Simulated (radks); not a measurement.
Q: N3+, configuration [He] 2p2 (not the ground configuration). Method: scalar-relativistic Kohn-Sham, LDA (Slater exchange, Perdew-Wang correlation), spin-unpolarised, spherical densities, finite nucleus; Fermi nuclear charge, rms radius 2.5582 fm; computed with a radial shooting solver on a logarithmic mesh with Libxc functionals. Some entries of the table are withheld. Estimate them.

orbital,occ.,eigenvalue (hartree),<r^2> (bohr^2),<r> (bohr)
1s,2,-16.33125,(1),0.2303
2s,0,-2.44135,1.477,1.120
2p,2,-2.04056,1.353,1.051
3p,0,-0.71381,10.25,2.978
3d,0,-0.63371,8.496,(2)

A: 
(1) 1s <r^2> (bohr^2): 0.07165
(2) 3d <r> (bohr): 2.708
